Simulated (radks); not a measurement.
The holmium ion Ho+ inside a hard spherical wall (all orbitals vanish at R), configuration held at [Xe] 4f11 6s1 and not refilled when levels cross. Method: scalar-relativistic Kohn-Sham, r2SCAN, spin-polarised, spherical densities, finite nucleus; open shells are filled with parallel spins first (spin-orbit coupling, left out, can overturn this in heavy ions); meta-GGA in the generalised Kohn-Sham scheme; Fermi nuclear charge, rms radius 5.2022 fm; computed with a radial shooting solver on a logarithmic mesh with Libxc functionals. Eigenvalues in eV for spin up, with the zero of energy where the potential of the charges vanishes at infinity; a dash marks a level that is unbound or too diffuse for the functional's potential to be trusted. A positive occupied level is held by the wall or, in an anion where self-interaction has pushed it up, behind a barrier. The pressure on the wall is -dE/dV.

| R (bohr) | E (hartree) | kinetic (hartree) | e(5s) | e(5p) | e(4f) | e(6s) | e(5d, empty) | e(6p, empty) | pressure (GPa) |
|---|---|---|---|---|---|---|---|---|---|
| free | -12616.3069 | 13642.675 | -59.082 | -33.774 | -10.777 | -9.467 | -6.881 | -5.658 | 0 |
| 20 | -12616.3069 | 13642.675 | -59.082 | -33.774 | -10.777 | -9.467 | -6.881 | -5.658 | < 0.0001 |
| 15 | -12616.3069 | 13642.675 | -59.082 | -33.774 | -10.777 | -9.467 | -6.881 | -5.658 | < 0.0001 |
| 8 | -12616.3039 | 13642.704 | -58.946 | -33.642 | -10.642 | -9.330 | -6.750 | -5.213 | 0.138 |
| 6 | -12616.2736 | 13642.881 | -58.309 | -33.036 | -10.003 | -8.289 | -6.040 | -2.964 | 2.51 |
| 5 | -12616.2004 | 13643.217 | -57.450 | -32.239 | -9.104 | -6.092 | -4.880 | 0.898 | 11.7 |
| 2 | -12602.8967 | 13694.372 | -13.778 | 18.289 | 38.736 | 165.33 | 68.060 | 202.53 | 18700 |
